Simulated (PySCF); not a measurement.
## Polarisability and C₆ of Te (tellurium, neutral)

[Kr] 4d10 5s2 5p3 6s1, high-spin 5S determinant (an excited configuration). All numbers are calculated (PySCF 2.14, a scalar-relativistic core potential, in aug-cc-pVTZ-PP with one added diffuse shell each of d, f type with ECP28MDF (6s5p5d3f, 67 functions)). Coupled (time-dependent) response in atomic units; α is the mean over directions.

```
 method  mean α (bohr³)  C₆ (like pair)   S(−4)
    UHF           548.2            9776  327300
    PBE           456.3            7796  210500
   PBE0           510.7            9093  267600
r2SCAN0           425.4            7151  177400
    M06           327.5            4370  135100
```

S(−4) is the Cauchy moment in α(ω) = α(0) + S(−4) ω² + …

α(iu) at r2SCAN0:

| u (hartree) | α(iu) (bohr³) |
| --- | --- |
| 0 | 425.4 |
| 0.0500 | 213.9 |
| 0.100 | 95.61 |
| 0.200 | 40.11 |
| 0.300 | 25.50 |
| 0.500 | 14.30 |
| 0.750 | 8.482 |
| 1.00 | 5.638 |
| 1.50 | 3.064 |
| 2.00 | 1.959 |
| 3.00 | 1.021 |
| 5.00 | 0.4264 |

A single London oscillator, α(iu) = α/(1 + u²/ω²), gives C₆ = (3/4) ω α². Matching the computed C₆ needs ω = 4 × 7151 / (3 × 425.4²) = 0.0527 hartree.

Energies and moments cover only the electrons outside the core potential. The outer electron is Rydberg-like, and this basis confines it to a smaller radius and binds it less than a complete one would.
